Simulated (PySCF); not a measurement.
Basis-set dependence of population analyses: `C#C[SiH]1N[SiH2]N1`

Species: C2H6N2Si2.
Structure used (PBE0-D3(BJ)/def2-SVP), in Å, numbered top down from 1:
```
atom  x, y, z in Å
C1     3.120   -0.400   -0.317
C2     1.985    0.043   -0.335
Si3    0.277    0.725   -0.372
N4    -0.933   -0.343   -1.022
Si5   -1.797   -0.460    0.492
N6    -0.590    0.628    1.134
H7     4.121   -0.795   -0.299
H8     0.386    2.073   -0.999
H9    -1.069   -0.753   -1.934
H10   -3.199    0.064    0.476
H11   -1.846   -1.820    1.116
H12   -0.416    1.009    2.051
```

PBE0 throughout (PySCF), one geometry, spherical d and f functions. Geometry: PBE0-D3(BJ)/def2-SVP; no solvent, vibrations or thermal averaging. Atoms taken as equivalent share a column and are averaged. The first 7 of 10 kinds of atom are listed.

Mulliken charges (e):

| basis | functions | C1 | C2 | Si3 | N4/N6 | Si5 | H7 | H8 |
| --- | --- | --- | --- | --- | --- | --- | --- | --- |
| STO-3G | 44 | -0.149 | -0.256 | +0.895 | -0.664 | +0.794 | +0.110 | -0.129 |
| 6-31G | 74 | -0.351 | -0.202 | +1.187 | -1.139 | +1.092 | +0.264 | -0.132 |
| pcSseg-0 | 74 | -0.389 | -0.441 | +1.583 | -1.295 | +1.196 | +0.284 | -0.098 |
| 6-31G* | 104 | -0.208 | -0.152 | +0.698 | -0.851 | +0.712 | +0.236 | -0.086 |
| cc-pVDZ | 122 | -0.173 | -0.016 | +0.564 | -0.415 | +0.461 | +0.021 | -0.070 |
| def2-SVP | 122 | -0.237 | -0.040 | +0.700 | -0.539 | +0.624 | +0.050 | -0.092 |
| pcSseg-1 | 146 | -0.202 | -0.187 | +1.005 | -0.786 | +0.832 | +0.087 | -0.103 |
| aug-cc-pVDZ | 200 | +1.206 | -0.777 | +0.485 | -0.489 | -0.130 | -0.459 | +0.301 |
| 6-311+G(2d,p) | 214 | -0.466 | -0.064 | +1.308 | -1.089 | +0.983 | +0.163 | -0.058 |
| def2-TZVP | 234 | -0.190 | -0.137 | +0.517 | -0.569 | +0.442 | +0.181 | -0.039 |
| cc-pVTZ | 272 | -0.103 | -0.213 | +0.436 | -0.356 | +0.327 | +0.156 | -0.059 |
| IGLO-III | 288 | -0.226 | -0.243 | +1.064 | -0.793 | +1.005 | +0.158 | -0.170 |
| pcSseg-2 | 314 | -0.045 | -0.180 | +0.860 | -0.750 | +0.906 | +0.056 | -0.130 |

IAO charges (e):

| basis | functions | C1 | C2 | Si3 | N4/N6 | Si5 | H7 | H8 |
| --- | --- | --- | --- | --- | --- | --- | --- | --- |
| STO-3G | 44 | -0.158 | -0.319 | +1.026 | -0.807 | +0.912 | +0.153 | -0.120 |
| 6-31G | 74 | -0.173 | -0.330 | +1.024 | -0.902 | +0.872 | +0.203 | -0.113 |
| pcSseg-0 | 74 | -0.162 | -0.340 | +1.060 | -0.902 | +0.895 | +0.194 | -0.124 |
| 6-31G* | 104 | -0.169 | -0.360 | +1.141 | -0.946 | +0.999 | +0.198 | -0.150 |
| cc-pVDZ | 122 | -0.180 | -0.352 | +1.130 | -0.934 | +0.990 | +0.201 | -0.149 |
| def2-SVP | 122 | -0.172 | -0.352 | +1.142 | -0.936 | +1.007 | +0.195 | -0.157 |
| pcSseg-1 | 146 | -0.180 | -0.359 | +1.158 | -0.956 | +1.017 | +0.202 | -0.153 |
| aug-cc-pVDZ | 200 | -0.187 | -0.352 | +1.139 | -0.958 | +0.998 | +0.206 | -0.146 |
| 6-311+G(2d,p) | 214 | -0.185 | -0.361 | +1.173 | -0.977 | +1.033 | +0.206 | -0.153 |
| def2-TZVP | 234 | -0.185 | -0.364 | +1.183 | -0.978 | +1.044 | +0.206 | -0.158 |
| cc-pVTZ | 272 | -0.185 | -0.361 | +1.170 | -0.970 | +1.028 | +0.206 | -0.155 |
| IGLO-III | 288 | -0.186 | -0.363 | +1.181 | -0.981 | +1.042 | +0.207 | -0.156 |
| pcSseg-2 | 314 | -0.184 | -0.363 | +1.182 | -0.980 | +1.042 | +0.206 | -0.157 |

Hirshfeld charges (e):

| basis | functions | C1 | C2 | Si3 | N4/N6 | Si5 | H7 | H8 |
| --- | --- | --- | --- | --- | --- | --- | --- | --- |
| STO-3G | 44 | -0.105 | -0.176 | +0.554 | -0.375 | +0.496 | +0.072 | -0.089 |
| 6-31G | 74 | -0.080 | -0.164 | +0.436 | -0.360 | +0.411 | +0.104 | -0.075 |
| pcSseg-0 | 74 | -0.083 | -0.167 | +0.452 | -0.352 | +0.429 | +0.100 | -0.084 |
| 6-31G* | 104 | -0.081 | -0.158 | +0.399 | -0.333 | +0.380 | +0.104 | -0.078 |
| cc-pVDZ | 122 | -0.086 | -0.162 | +0.418 | -0.327 | +0.391 | +0.099 | -0.083 |
| def2-SVP | 122 | -0.085 | -0.161 | +0.420 | -0.326 | +0.396 | +0.099 | -0.085 |
| pcSseg-1 | 146 | -0.084 | -0.162 | +0.426 | -0.338 | +0.404 | +0.100 | -0.081 |
| aug-cc-pVDZ | 200 | -0.085 | -0.165 | +0.434 | -0.347 | +0.404 | +0.099 | -0.077 |
| 6-311+G(2d,p) | 214 | -0.084 | -0.167 | +0.426 | -0.341 | +0.402 | +0.101 | -0.076 |
| def2-TZVP | 234 | -0.084 | -0.163 | +0.421 | -0.338 | +0.395 | +0.100 | -0.078 |
| cc-pVTZ | 272 | -0.085 | -0.162 | +0.424 | -0.337 | +0.396 | +0.099 | -0.080 |
| IGLO-III | 288 | -0.088 | -0.162 | +0.423 | -0.336 | +0.393 | +0.099 | -0.076 |
| pcSseg-2 | 314 | -0.083 | -0.163 | +0.429 | -0.345 | +0.405 | +0.100 | -0.079 |

ESP-fitted charges (e):

```json
{"basis": "STO-3G", "functions": "44", "C1": "-0.266", "C2": "-0.168", "Si3": "+0.782", "N4/N6": "-0.698", "Si5": "+0.715", "H7": "+0.197", "H8": "-0.133"}
{"basis": "6-31G", "functions": "74", "C1": "-0.279", "C2": "-0.249", "Si3": "+1.051", "N4/N6": "-1.102", "Si5": "+1.021", "H7": "+0.279", "H8": "-0.167"}
{"basis": "pcSseg-0", "functions": "74", "C1": "-0.259", "C2": "-0.317", "Si3": "+1.157", "N4/N6": "-1.114", "Si5": "+1.126", "H7": "+0.281", "H8": "-0.203"}
{"basis": "6-31G*", "functions": "104", "C1": "-0.307", "C2": "-0.203", "Si3": "+0.854", "N4/N6": "-0.929", "Si5": "+0.814", "H7": "+0.289", "H8": "-0.141"}
{"basis": "cc-pVDZ", "functions": "122", "C1": "-0.322", "C2": "-0.181", "Si3": "+0.774", "N4/N6": "-0.834", "Si5": "+0.727", "H7": "+0.289", "H8": "-0.126"}
{"basis": "def2-SVP", "functions": "122", "C1": "-0.305", "C2": "-0.205", "Si3": "+0.845", "N4/N6": "-0.877", "Si5": "+0.804", "H7": "+0.283", "H8": "-0.145"}
{"basis": "pcSseg-1", "functions": "146", "C1": "-0.319", "C2": "-0.233", "Si3": "+0.965", "N4/N6": "-0.985", "Si5": "+0.929", "H7": "+0.299", "H8": "-0.161"}
{"basis": "aug-cc-pVDZ", "functions": "200", "C1": "-0.357", "C2": "-0.167", "Si3": "+0.843", "N4/N6": "-0.899", "Si5": "+0.798", "H7": "+0.304", "H8": "-0.137"}
{"basis": "6-311+G(2d,p)", "functions": "214", "C1": "-0.369", "C2": "-0.158", "Si3": "+0.833", "N4/N6": "-0.922", "Si5": "+0.795", "H7": "+0.314", "H8": "-0.129"}
{"basis": "def2-TZVP", "functions": "234", "C1": "-0.359", "C2": "-0.158", "Si3": "+0.804", "N4/N6": "-0.880", "Si5": "+0.763", "H7": "+0.307", "H8": "-0.130"}
{"basis": "cc-pVTZ", "functions": "272", "C1": "-0.348", "C2": "-0.170", "Si3": "+0.803", "N4/N6": "-0.857", "Si5": "+0.758", "H7": "+0.303", "H8": "-0.133"}
{"basis": "IGLO-III", "functions": "288", "C1": "-0.352", "C2": "-0.164", "Si3": "+0.815", "N4/N6": "-0.889", "Si5": "+0.774", "H7": "+0.303", "H8": "-0.130"}
{"basis": "pcSseg-2", "functions": "314", "C1": "-0.351", "C2": "-0.175", "Si3": "+0.857", "N4/N6": "-0.921", "Si5": "+0.833", "H7": "+0.305", "H8": "-0.139"}
```

Which scheme is steadiest as the basis changes?

Largest range over the bases for any column: Hirshfeld 0.15 e, IAO 0.17 e, ESP-fitted 0.42 e, Mulliken 1.67 e. Hirshfeld charges move least and Mulliken charges most, counted in e. Without the minimal STO-3G basis the ranges are Hirshfeld 0.05, IAO 0.17, ESP-fitted 0.40, Mulliken 1.67 e.

How much do the charges still move between the two largest bases, IGLO-III and pcSseg-2?

At most, over all atoms: Mulliken 0.204 e, IAO 0.002 e, Hirshfeld 0.012 e, ESP-fitted 0.058 e.

What do the same runs give for the total energy, the frontier levels and the dipole moment?

```csv
basis,energy (Eh),HOMO (eV),LUMO (eV),μ (D)
STO-3G,-758.7375,-3.26,4.33,0.60
6-31G,-767.6739,-6.89,-0.49,0.56
pcSseg-0,-766.7471,-6.96,-0.57,0.54
6-31G*,-767.8155,-6.94,-0.42,0.58
cc-pVDZ,-767.8539,-7.00,-0.48,0.44
def2-SVP,-767.5404,-7.07,-0.49,0.48
pcSseg-1,-767.8255,-7.23,-0.65,0.48
aug-cc-pVDZ,-767.8755,-7.25,-0.89,0.45
"6-311+G(2d,p)",-767.9465,-7.28,-0.91,0.48
def2-TZVP,-767.9705,-7.26,-0.77,0.48
cc-pVTZ,-767.9637,-7.22,-0.70,0.47
IGLO-III,-767.9729,-7.26,-0.79,0.46
pcSseg-2,-767.9846,-7.31,-0.84,0.49
```

The dipole is fixed by the density alone, so its range of 0.16 D shows that the density itself changes with the basis, not only its division among atoms.
